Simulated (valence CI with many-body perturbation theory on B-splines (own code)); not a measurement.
# Energy levels of I XLIX

Calculated by relativistic CI+MBPT: three valence electrons over a frozen Dirac-Fock core [He], radial functions for each j: 11 s, 11 p, 10 d, 8 f, 5 g, 2 h, with the one-electron correlation potential Σ1, the two-electron term Σ2, the three-electron term Σ3, Breit, model QED; selected CI, second order for the rest, scaled by the run's own slope (own B-spline code, finite nucleus).

The last digits are not significant, and no measured levels were compared; by estimate large intervals hold to a few tenths of a per cent, small ones and those within an open d or f shell to about a per cent.

Levels 136 to 169 of 169, with energies above the lowest level, (2s^2 2p1/2) J=1/2. "Leading %" is the weight of the configuration and term that name the level; weights of strongly mixed levels are sums over their largest components and can fall short. In the jj column 3d3/2^4 stands for four electrons in 3d with j = 3/2. Lifetimes count E1, E2, E3, M1 and M2 decay at the calculated energies, and are blank where another channel may lead or the interval is too uncertain; long ones can be off by a factor of two.

| No. | Configuration | Term | J | E (eV) | Leading % | Leading jj | Lifetime | g |
| --- | --- | --- | --- | --- | --- | --- | --- | --- |
| 136 | 2s.2p.4s | 2P° | 1/2 | 6838.7 | 85 | 2s 2p1/2 4s (99 %) | 29.4 fs | 0.935 |
| 137 | 2s.2p.4p | 4D | 3/2 | 6853.5 | 46 | 2s 2p1/2 4p1/2 (98 %) | 17.8 fs | 1.134 |
| 138 | 2s.2p.4p | 4P | 1/2 | 6860.8 | 46 | 2s 2p1/2 4p1/2 (99 %) | 26.1 fs | 1.854 |
| 139 | 2s.2p.4p | 4P | 3/2 | 6875.3 | 30 | 2s 2p1/2 4p3/2 (100 %) | 21.7 fs | 1.371 |
| 140 | 2s.2p.4d | 4F° | 3/2 | 6889.3 | 60 | 2s 2p1/2 4d3/2 (100 %) | 10.4 fs | 0.674 |
| 141 | 2s.2p.4p | 4D | 5/2 | 6897.1 | 46 | 2s 2p1/2 4p3/2 (99 %) | 51.3 fs | 1.342 |
| 142 | 2s.2p.4p | 2P | 1/2 | 6897.1 | 47 | 2s 2p1/2 4p3/2 (98 %) | 10.4 fs | 1.281 |
| 143 | 2s.2p.4p | 2D | 3/2 | 6898.1 | 43 | 2s 2p1/2 4p3/2 (99 %) | 14.1 fs | 1.287 |
| 144 | 2s.2p.4d | 4F° | 5/2 | 6902.9 | 34 | 2s 2p1/2 4d5/2 (94 %) | 6.17 fs | 1.215 |
| 145 | 2s.2p.4d | 2F° | 5/2 | 6910.7 | 31 | 2s 2p1/2 4d3/2 (91 %) | 13.2 fs | 1.082 |
| 146 | 2s.2p.4f | 4G | 5/2 | 6911.2 | 45 | 2s 2p1/2 4f5/2 (100 %) | 12.1 fs | 0.841 |
| 147 | 2s.2p.4d | 2P° | 3/2 | 6914.1 | 24 | 2s 2p1/2 4d3/2 (96 %) | 5.50 fs | 1.110 |
| 148 | 2s.2p.4d | 4D° | 1/2 | 6914.9 | 58 | 2s 2p1/2 4d3/2 (98 %) | 4.22 fs | 0.415 |
| 149 | 2s.2p.4f | 4F | 7/2 | 6916.9 | 26 | 2s 2p1/2 4f7/2 (100 %) | 12.3 fs | 1.145 |
| 150 | 2s.2p.4d | 4F° | 7/2 | 6924.4 | 39 | 2s 2p1/2 4d5/2 (99 %) | 5.90 fs | 1.244 |
| 151 | 2s.2p.4d | 2F° | 5/2 | 6927.2 | 46 | 2s 2p1/2 4d5/2 (97 %) | 5.86 fs | 1.134 |
| 152 | 2s.2p.4d | 2D° | 3/2 | 6927.4 | 40 | 2s 2p1/2 4d5/2 (96 %) | 6.00 fs | 1.082 |
| 153 | 2s.2p.4f | 4G | 7/2 | 6933.1 | 36 | 2s 2p1/2 4f5/2 (98 %) | 12.1 fs | 1.004 |
| 154 | 2s.2p.4f | 4F | 3/2 | 6933.5 | 52 | 2s 2p1/2 4f5/2 (99 %) | 12.0 fs | 0.647 |
| 155 | 2s.2p.4f | 4G | 5/2 | 6933.7 | 32 | 2s 2p1/2 4f5/2 (98 %) | 12.1 fs | 0.935 |
| 156 | 2s.2p.4f | 2G | 9/2 | 6938.6 | 36 | 2s 2p1/2 4f7/2 (99 %) | 12.3 fs | 1.189 |
| 157 | 2s.2p.4f | 2D | 5/2 | 6939.4 | 37 | 2s 2p1/2 4f7/2 (98 %) | 12.3 fs | 1.061 |
| 158 | 2s.2p.4f | 2G | 7/2 | 6939.5 | 34 | 2s 2p1/2 4f7/2 (98 %) | 12.3 fs | 1.139 |
| 159 | 2p2.4s | 4P | 1/2 | 7008.9 | 48 | 2p1/2^2 4s (97 %) | 30.6 fs | 2.004 |
| 160 | 2p2.4p | 2P° | 1/2 | 7027.0 | 43 | 2p1/2^2 4p1/2 (97 %) | 13.3 fs | 0.660 |
| 161 | 2p2.4p | 2P° | 3/2 | 7070.3 | 32 | 2p1/2^2 4p3/2 (98 %) | 13.7 fs | 1.332 |
| 162 | 2p2.4d | 2D | 3/2 | 7083.2 | 40 | 2p1/2^2 4d3/2 (98 %) | 15.6 fs | 0.792 |
| 163 | 2p2.4d | 2D | 5/2 | 7098.2 | 33 | 2p1/2^2 4d5/2 (98 %) | 6.00 fs | 1.198 |
| 164 | 2p2.4f | 2F° | 5/2 | 7103.9 | 39 | 2p1/2^2 4f5/2 (98 %) | 12.2 fs | 0.852 |
| 165 | 2p2.4f | 2F° | 7/2 | 7109.7 | 34 | 2p1/2^2 4f7/2 (98 %) | 12.4 fs | 1.139 |
| 166 | 2s.2p.4s | 4P° | 5/2 | 7146.5 | 100 | 2s 2p3/2 4s (100 %) | 30.6 fs | 1.584 |
| 167 | 2s.2p.4s | 2P° | 3/2 | 7152.5 | 82 | 2s 2p3/2 4s (100 %) | 23.7 fs | 1.383 |
| 168 | 2s.2p.4p | 4P | 3/2 | 7170.3 | 45 | 2s 2p3/2 4p1/2 (100 %) | 25.7 fs | 1.637 |
| 169 | 2s.2p.4p | 2D | 5/2 | 7171.6 | 41 | 2s 2p3/2 4p1/2 (100 %) | 16.1 fs | 1.332 |
